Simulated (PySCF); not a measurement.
**Basis-set dependence of population analyses: `O=C(O)C[SiH3]`**

Species: C2H6O2Si.
Geometry (PBE0-D3(BJ)/def2-SVP, Å), atoms numbered from 1 in this order:
```xyz
11
C2H6O2Si angstrom
O      1.275    0.546    1.703
C      1.127    0.348    0.526
O      2.039   -0.304   -0.214
C     -0.072    0.738   -0.277
Si    -1.437   -0.583   -0.242
H      2.757   -0.543    0.392
H     -0.492    1.660    0.150
H      0.204    0.911   -1.328
H     -0.925   -1.861   -0.818
H     -2.585   -0.094   -1.063
H     -1.888   -0.814    1.161
```

PBE0 throughout (PySCF), one geometry, spherical d and f functions. One conformer (not necessarily the lowest) at the PBE0-D3(BJ)/def2-SVP geometry, without solvent, vibrations or thermal averaging. Atoms taken as equivalent share a column and are averaged. The first 7 of 8 kinds of atom are listed.

Mulliken charges (e):

| basis | functions | O1 | C2 | O3 | C4 | Si5 | H6 | H7/H8 |
| --- | --- | --- | --- | --- | --- | --- | --- | --- |
| STO-3G | 35 | -0.254 | +0.227 | -0.261 | -0.327 | +0.548 | +0.229 | +0.089 |
| 6-31G | 61 | -0.406 | +0.495 | -0.549 | -0.708 | +0.565 | +0.398 | +0.237 |
| pcSseg-0 | 61 | -0.486 | +0.649 | -0.594 | -1.018 | +0.566 | +0.381 | +0.304 |
| 6-31G* | 86 | -0.441 | +0.573 | -0.591 | -0.662 | +0.386 | +0.434 | +0.231 |
| cc-pVDZ | 104 | -0.255 | +0.144 | -0.181 | -0.183 | +0.247 | +0.159 | +0.085 |
| def2-SVP | 104 | -0.249 | +0.166 | -0.209 | -0.312 | +0.377 | +0.190 | +0.102 |
| aug-cc-pVDZ | 173 | -0.600 | +0.816 | -0.466 | +0.118 | -0.452 | +0.166 | -0.160 |
| 6-311+G(2d,p) | 179 | -0.439 | +0.380 | -0.356 | -0.521 | +0.408 | +0.300 | +0.189 |
| def2-TZVP | 197 | -0.323 | +0.276 | -0.369 | -0.321 | +0.139 | +0.331 | +0.148 |
| cc-pVTZ | 238 | -0.313 | +0.265 | -0.255 | -0.284 | +0.172 | +0.222 | +0.121 |
| IGLO-III | 244 | -0.464 | +0.491 | -0.391 | -0.521 | +0.716 | +0.302 | +0.167 |

IAO charges (e):

| basis | functions | O1 | C2 | O3 | C4 | Si5 | H6 | H7/H8 |
| --- | --- | --- | --- | --- | --- | --- | --- | --- |
| STO-3G | 35 | -0.265 | +0.265 | -0.299 | -0.551 | +0.654 | +0.270 | +0.146 |
| 6-31G | 61 | -0.442 | +0.479 | -0.467 | -0.566 | +0.470 | +0.367 | +0.184 |
| pcSseg-0 | 61 | -0.435 | +0.477 | -0.451 | -0.586 | +0.458 | +0.358 | +0.185 |
| 6-31G* | 86 | -0.467 | +0.535 | -0.482 | -0.587 | +0.598 | +0.368 | +0.175 |
| cc-pVDZ | 104 | -0.461 | +0.530 | -0.481 | -0.587 | +0.592 | +0.369 | +0.175 |
| def2-SVP | 104 | -0.461 | +0.527 | -0.478 | -0.586 | +0.611 | +0.368 | +0.173 |
| aug-cc-pVDZ | 173 | -0.481 | +0.545 | -0.499 | -0.591 | +0.595 | +0.381 | +0.179 |
| 6-311+G(2d,p) | 179 | -0.482 | +0.547 | -0.500 | -0.601 | +0.627 | +0.381 | +0.180 |
| def2-TZVP | 197 | -0.482 | +0.550 | -0.499 | -0.605 | +0.636 | +0.379 | +0.180 |
| cc-pVTZ | 238 | -0.479 | +0.548 | -0.498 | -0.603 | +0.620 | +0.379 | +0.180 |
| IGLO-III | 244 | -0.483 | +0.548 | -0.501 | -0.605 | +0.635 | +0.382 | +0.181 |

Hirshfeld charges (e):

```tsv
basis	functions	O1	C2	O3	C4	Si5	H6	H7/H8
STO-3G	35	-0.220	+0.156	-0.140	-0.099	+0.356	+0.144	+0.021
6-31G	61	-0.284	+0.210	-0.182	-0.142	+0.297	+0.184	+0.057
pcSseg-0	61	-0.275	+0.205	-0.180	-0.147	+0.322	+0.182	+0.047
6-31G*	86	-0.286	+0.207	-0.175	-0.142	+0.299	+0.187	+0.059
cc-pVDZ	104	-0.272	+0.201	-0.167	-0.155	+0.319	+0.182	+0.055
def2-SVP	104	-0.280	+0.210	-0.173	-0.158	+0.327	+0.184	+0.055
aug-cc-pVDZ	173	-0.277	+0.200	-0.173	-0.170	+0.327	+0.183	+0.060
6-311+G(2d,p)	179	-0.280	+0.196	-0.174	-0.165	+0.331	+0.185	+0.060
def2-TZVP	197	-0.280	+0.201	-0.175	-0.165	+0.324	+0.186	+0.060
cc-pVTZ	238	-0.278	+0.204	-0.173	-0.164	+0.321	+0.184	+0.059
IGLO-III	244	-0.280	+0.200	-0.176	-0.167	+0.323	+0.184	+0.060
```

ESP-fitted charges (e):

```tsv
basis	functions	O1	C2	O3	C4	Si5	H6	H7/H8
STO-3G	35	-0.405	+0.605	-0.479	-0.414	+0.457	+0.337	+0.101
6-31G	61	-0.586	+0.831	-0.691	-0.509	+0.486	+0.479	+0.158
pcSseg-0	61	-0.597	+0.906	-0.679	-0.697	+0.563	+0.457	+0.198
6-31G*	86	-0.496	+0.608	-0.547	-0.392	+0.375	+0.420	+0.144
cc-pVDZ	104	-0.482	+0.568	-0.514	-0.323	+0.329	+0.400	+0.125
def2-SVP	104	-0.510	+0.632	-0.542	-0.379	+0.385	+0.410	+0.134
aug-cc-pVDZ	173	-0.528	+0.628	-0.543	-0.350	+0.356	+0.409	+0.136
6-311+G(2d,p)	179	-0.522	+0.617	-0.552	-0.366	+0.355	+0.420	+0.143
def2-TZVP	197	-0.516	+0.604	-0.543	-0.349	+0.359	+0.417	+0.137
cc-pVTZ	238	-0.505	+0.591	-0.527	-0.349	+0.360	+0.406	+0.136
IGLO-III	244	-0.517	+0.599	-0.535	-0.347	+0.356	+0.410	+0.138
```

Some averages cover members that differ in this geometry, most widely: H7/H8, Mulliken in aug-cc-pVDZ -0.176 to -0.143 e.

Q: Which scheme is steadiest as the basis changes?

A: Largest range over the bases for any column: Hirshfeld 0.07 e, IAO 0.29 e, ESP-fitted 0.37 e, Mulliken 1.17 e. Hirshfeld charges move least and Mulliken charges most, counted in e. Without the minimal STO-3G basis the ranges are Hirshfeld 0.03, IAO 0.18, ESP-fitted 0.37, Mulliken 1.17 e.

Q: How much do the charges still move between the two largest bases, cc-pVTZ and IGLO-III?

A: At most, over all atoms: Mulliken 0.544 e, IAO 0.015 e, Hirshfeld 0.004 e, ESP-fitted 0.012 e.

Q: What do the same runs give for the total energy, the frontier levels and the dipole moment?

A: 
```
        basis  energy (Eh)  HOMO (eV)  LUMO (eV)  μ (D)
       STO-3G    -513.0183      -4.19       3.88   1.01
        6-31G    -519.2623      -8.02       0.08   1.48
     pcSseg-0    -518.4929      -8.17       0.00   1.50
       6-31G*    -519.3736      -7.80       0.35   1.55
      cc-pVDZ    -519.4143      -7.79       0.32   1.54
     def2-SVP    -519.1413      -7.95       0.21   1.57
  aug-cc-pVDZ    -519.4358      -8.14      -0.30   1.75
6-311+G(2d,p)    -519.4870      -8.19      -0.20   1.74
    def2-TZVP    -519.5073      -8.12      -0.02   1.70
      cc-pVTZ    -519.5005      -8.06       0.05   1.67
     IGLO-III    -519.5129      -8.16      -0.09   1.75
```

The dipole is fixed by the density alone, so its range of 0.74 D shows that the density itself changes with the basis, not only its division among atoms.
